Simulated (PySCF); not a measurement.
**Structure from NMR data**

The spectra below were simulated for a compound C7H5FN2.

$^{1}$H NMR (300 MHz, computed): δ 9.59 (br s, 1H), 8.22 (m, 1H), 7.62 (m, 1H), 7.40 (d, 1H), 7.16 (m, 1H).

$^{13}$C{$^{1}$H} NMR (computed): δ 166.1, 147.5, 134.4, 132.4, 119.0, 111.4, 108.4.

Computed data (PySCF 2.14): geometry: GFN2-xTB, shieldings: GIAO PBE0/pcSseg-1. No solvent model, one computed conformer, non-relativistic Hamiltonian.

δ = σ(ref) − σ, references computed at the same level: TMS for $^{1}$H, $^{13}$C.

**Question.** Which of these isomers gave the spectra?
A. C#Cc1ncc(C)c(F)n1
B. Fc1cn2ccccc2n1
C. N#CC(C#N)=CC/C=C/F
D. Fc1cccc2[nH]ncc12

**Answer.** D. 

1. The formula gives 6 degrees of unsaturation (2 rings in the answer).
2. 7 carbon signals for 7 carbons: no two carbons are equivalent.
3. Carbon types of the structure: 3 × C, 4 × CH, leaving 1 H on heteroatoms.
4. δC 166.1: aromatic carbon bearing fluorine; σ withdrawal by the attached heteroatom moves it downfield of the ring CH carbons.
5. δC 147.5, 119.0: ring-fusion aromatic carbon.
6. δC 134.4: aromatic CH next to a ring nitrogen.
7. δC 132.4, 111.4, 108.4: aromatic CH.
8. δH 9.59: hydrogen on a pyrrole-type ring nitrogen; exchangeable; this is the value without hydrogen bonding to other molecules.

The others: N#CC(C#N)=CC/C=C/F has carbons computed at 175.2, 163.6, 118.2, 116.9, 110.5, 93.1, 34.6, with a different DEPT pattern; Fc1cn2ccccc2n1 would give 5 signals for carbon-bound and other non-exchanging H, not 4; C#Cc1ncc(C)c(F)n1 would give 3 signals for carbon-bound and other non-exchanging H, not 4.

Exchangeable OH/NH protons stand at their gas-phase positions; hydrogen bonding in a real sample shifts them, mostly to higher δ. Splittings by $^{19}$F in the carbon and heteronuclear signals aren't shown, as no couplings were computed. Shifts are as computed. Against solution values, carbons near 30 ppm lie about +3 ppm off and those near 130 ppm about +5 ppm. Of 1211 compounds with measured shifts, 218 miss one by over three times the rms of a fit or turn the order of signals round; such compounds aren't used in these exercises. Multiplicities follow the n + 1 count of equivalent neighbours, as no J values were calculated; m marks all less simple cases, F and P coupling included.
